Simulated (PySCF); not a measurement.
Can point charges reproduce the dipole moment of `F[C@H]1[C@H](C[SiH3])CC[SiH2]1`?

Coordinates (GFN2-xTB, Å) and charges (e) from the PBE0/pcSseg-1 density (PySCF):

| atom | x | y | z | Mulliken | IAO | Hirshfeld | ESP-fitted |
| --- | --- | --- | --- | --- | --- | --- | --- |
| F1 | -0.191 | 2.108 | 0.549 | -0.3400 | -0.3295 | -0.1082 | -0.2676 |
| C2 | -0.526 | 0.964 | -0.170 | -0.0198 | -0.0902 | -0.0248 | +0.0533 |
| Si3 | -2.403 | 0.553 | -0.043 | +0.6730 | +0.7309 | +0.3408 | +0.3424 |
| C4 | -2.063 | -1.259 | 0.431 | -0.5047 | -0.5439 | -0.1605 | -0.2700 |
| C5 | -0.600 | -1.489 | 0.041 | -0.1798 | -0.2491 | -0.0668 | -0.1495 |
| C6 | 0.216 | -0.245 | 0.405 | -0.3475 | -0.1096 | -0.0355 | +0.1989 |
| C7 | 1.661 | -0.337 | -0.071 | -0.4529 | -0.5308 | -0.1571 | -0.4301 |
| Si8 | 2.736 | 1.173 | 0.377 | +0.5248 | +0.5988 | +0.2991 | +0.4203 |
| H9 | -0.190 | 1.164 | -1.194 | +0.1207 | +0.1351 | +0.0348 | +0.0709 |
| H10 | -3.045 | 1.349 | 0.998 | -0.0655 | -0.1076 | -0.0699 | -0.0768 |
| H11 | -3.064 | 0.702 | -1.342 | -0.0787 | -0.1198 | -0.0764 | -0.0989 |
| H12 | -2.180 | -1.405 | 1.506 | +0.1443 | +0.1475 | +0.0392 | +0.0753 |
| H13 | -2.712 | -1.984 | -0.057 | +0.1410 | +0.1500 | +0.0386 | +0.0898 |
| H14 | -0.191 | -2.371 | 0.538 | +0.1310 | +0.1395 | +0.0421 | +0.0607 |
| H15 | -0.530 | -1.652 | -1.037 | +0.1150 | +0.1257 | +0.0366 | +0.0522 |
| H16 | 0.207 | -0.132 | 1.496 | +0.1337 | +0.1338 | +0.0365 | +0.0445 |
| H17 | 1.665 | -0.484 | -1.155 | +0.1315 | +0.1376 | +0.0363 | +0.1035 |
| H18 | 2.109 | -1.236 | 0.360 | +0.1399 | +0.1445 | +0.0397 | +0.1103 |
| H19 | 2.402 | 2.317 | -0.468 | -0.0805 | -0.1165 | -0.0798 | -0.0974 |
| H20 | 2.558 | 1.489 | 1.793 | -0.0830 | -0.1179 | -0.0778 | -0.1053 |
| H21 | 4.131 | 0.791 | 0.126 | -0.1024 | -0.1286 | -0.0867 | -0.1264 |

**Question.** Compute μ = Σ q r for each scheme (1 e·Å = 4.803 D) and compare with the dipole of the full density.

**Answer.** The full density gives (-1.03, -2.16, -0.65) D, 2.48 D in size; dipole vectors point from the negative to the positive end.

```tsv
scheme	μx	μy	μz	size (D)	share of the full size (%)	angle to the full dipole (°)
Mulliken	-2.09	-1.15	-1.52	2.83	114	37
IAO	-1.66	-1.63	-1.21	2.62	106	22
Hirshfeld	-1.15	-0.91	-0.41	1.52	61	25
ESP-fitted	-1.01	-2.16	-0.66	2.48	100	1
```

**Question.** Which set comes closest?

**Answer.** Length of the difference vector: ESP-fitted 0.03 D, IAO 1.00 D, Hirshfeld 1.28 D, Mulliken 1.71 D. Closest: ESP-fitted. The schemes that divide the density aren't constrained to reproduce the dipole.

**Question.** What is left for the Hirshfeld atoms' own dipoles?

**Answer.** The shares of the density sum to the whole, so what Σ q r misses lies in dipoles about the nuclei. The atomic dipoles sum to (-1.03, -2.16, -0.65) − (-1.15, -0.91, -0.41) = (0.12, -1.25, -0.24) D, 1.28 D in size.

**Question.** With the origin at the mean of the coordinates, (0.000, 0.001, 0.147) Å, which are the largest single terms, by size, of the ESP-fitted dipole along the direction of the full one?

**Answer.** Si8 -4.47, C4 -2.44, F1 +2.39, H21 +1.45, H20 +1.41 D; all 21 atoms together +2.48 D. The single terms depend on the origin, their sum doesn't.

**Question.** Give the size of the full dipole in other units.

**Answer.** 2.48 D = 0.975 au = 0.516 e·Å = 8.26 × 10⁻³⁰ C·m.

Geometry: GFN2-xTB, one conformer, isolated molecule.
